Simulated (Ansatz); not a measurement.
```xyz
8

C    -0.677   -1.440   -0.817
Zn    0.054    0.132    0.078
B     0.814    1.831    1.056
F     2.077    2.200    0.867
H    -1.749   -1.327   -1.004
H    -0.187   -1.610   -1.780
H    -0.539   -2.339   -0.211
H     0.206    2.553    1.812
```

Total charge 0; spin multiplicity 1.

Q: List the r2SCAN/def2-TZVPP orbital energies in eV (Ansatz 0.2.0). (An estimate is asked.)

A: The calculation gave: Occupied: -9434.77, -1144.20, -1006.80, -1006.79, -1006.73, -666.58, -272.18, -181.83, -130.05, -85.86, -85.85, -85.65, -31.90, -17.26, -14.03, -12.03, -11.85, -11.75, -11.68, -11.68, -11.44, -11.34, -10.13, -9.43, -9.42, -7.61, -5.79. Lowest empty: -2.43, -0.83, 0.32, 0.61, 2.01, 2.60, 3.32, 3.36.
